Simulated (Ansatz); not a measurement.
```yaml
crystal:
  periodic: [false, false, false]
  atoms:
    - {symbol: Al, position_ang: [-1.567601, 3.984099, -4.203722]}
    - {symbol: O, position_ang: [0.756520, 1.636472, -2.619033]}
    - {symbol: Ga, position_ang: [2.509184, -1.392795, -0.219741]}
    - {symbol: Si, position_ang: [-0.161144, -3.210722, 3.630793]}
    - {symbol: H, position_ang: [-3.327980, 3.002120, -6.705921]}
    - {symbol: H, position_ang: [-1.869731, 7.113353, -2.803888]}
    - {symbol: H, position_ang: [6.198454, -0.599252, -0.959021]}
    - {symbol: H, position_ang: [-2.253137, -5.241905, 2.683073]}
    - {symbol: H, position_ang: [2.523183, -4.926563, 5.448295]}
    - {symbol: H, position_ang: [-2.121623, -0.434302, 5.107441]}
basis:
  gaussian: {orbitals: def2-SVP, point_charges: [{charge: -1.00, position_ang: [6.862, -0.075, 0.967]}]}
hamiltonian: {xc: {name: PBE0}, dispersion: d3bj, pseudopotentials: {relativity: scalar}}
output: {forces: true}
```

```sh
$ ansatz run in.yaml --threads 4 --pin off --events-out ev --progress --plain --max-ram 10444MiB
```

Output, abridged:

```
Functional definition: PBE0
1090 factors; integrals over basis functions are off by at most 3.1e-4 eV
mean field evaluation 1: about -69318.2102 eV, gradient 9.1e1 eV
mean field evaluation 2: about -68613.3856 eV, gradient 1.6e2 eV
mean field evaluation 4: about -69329.1470 eV, gradient 7.4e1 eV
mean field evaluation 8: about -69329.1573 eV, gradient 7.3e1 eV
mean field evaluation 16: about -69373.3579 eV, gradient 1.2e0 eV
mean field evaluation 32: about -69373.4077 eV, gradient 1.8e-4 eV
mean field -69373.40774865 eV, -2549.4257117784 hartree, gradient 2.4e-6 eV, S^2 0.000000; 8 other end points of the search recorded, 0 dependent functions left out
reference -69373.40782117 eV, -2549.4257144433 hartree; 36, 36 occupied and 76, 76 virtual orbitals, 1090 factors
Total energy: -69373.52432176 eV, -2549.4299957610 hartree
Relativity: scalar
Atom 0 at    -1.567601     3.984099    -4.203722 Å, force    -0.275143     0.002371    -0.157955 eV/Å
Atom 1 at     0.756520     1.636472    -2.619033 Å, force    -0.188973     0.082119    -0.068881 eV/Å
Atom 2 at     2.509184    -1.392795    -0.219741 Å, force     0.357268     0.416124    -0.056456 eV/Å
Atom 3 at    -0.161144    -3.210722     3.630793 Å, force    -0.853845    -0.772445     0.051494 eV/Å
Atom 4 at    -3.327980     3.002120    -6.705921 Å, force     0.559561     0.298949     0.760805 eV/Å
Atom 5 at    -1.869731     7.113353    -2.803888 Å, force     0.077299    -0.693595    -0.321966 eV/Å
Atom 6 at     6.198454    -0.599252    -0.959021 Å, force    -0.059185     0.175969     0.874366 eV/Å
Atom 7 at    -2.253137    -5.241905     2.683073 Å, force     1.147782     1.092157     0.543649 eV/Å
Atom 8 at     2.523183    -4.926563     5.448295 Å, force    -0.664349     0.371945    -0.405959 eV/Å
Atom 9 at    -2.121623    -0.434302     5.107441 Å, force     0.426316    -0.645369    -0.308114 eV/Å
Dipole moment:     4.031022    -0.845231    -0.741496 e Å
```

In this input the geometry is stretched to more than twice its size. The run converged. The result belongs to that input, not to the molecule as meant.
